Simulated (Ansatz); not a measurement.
A run of Ansatz (development build ahead of 0.2.0) on sextet CuPH at this shape:

```xyz
3

Cu    0.0000    0.0000    0.0000
H     0.0000    1.4996    0.0000
P     0.0000   -2.1988    0.0000
```

Its results:

* Converged: yes
* Total energy: -1982.17816 hartree
* Spin squared of the determinant: 8.750
* Stability test: minimum among restricted orbitals

**Question.** Which input gives this output? Name the method, the orbitals and the basis set, and write the input.

**Answer.** r²SCAN (restricted open-shell) in pcseg-2.

```yaml
crystal:
  periodic: [false, false, false]
  atoms:
    - { symbol: Cu, position_ang: [0.0, 0.0, 0.0] }
    - { symbol: H, position_ang: [0.0, 1.4996, 0.0] }
    - { symbol: P, position_ang: [0.0, -2.1988, 0.0] }
basis:
  gaussian: { orbitals: pcseg-2 }
magnetization:
  initial_magnetization: 5
hamiltonian:
  xc: r2scan
```

Caution: other spin multiplicities may lie lower.
